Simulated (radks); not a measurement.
Results of a calculation; reference values are marked as such.
Question: Valence configurations of the beryllium ion Be+ (all share [He]). Code: a radial shooting solver on a logarithmic mesh with Libxc functionals. Model: scalar-relativistic Kohn-Sham, r2SCAN, spin-polarised, spherical densities, finite nucleus; open shells are filled with parallel spins first; meta-GGA in the generalised Kohn-Sham scheme; Fermi nuclear charge, rms radius 2.519 fm. Order these by energy: 2s0.5 2p0.5; 2s1; 2p1.

Answer: From the lowest, in eV above it: 2s1 0.000; 2s0.5 2p0.5 2.254; 2p1 4.455. NIST lists [He] 2s1 as the ground configuration; this level of theory agrees among the configurations tried. The energies are those of spherical high-spin densities, not of single terms.
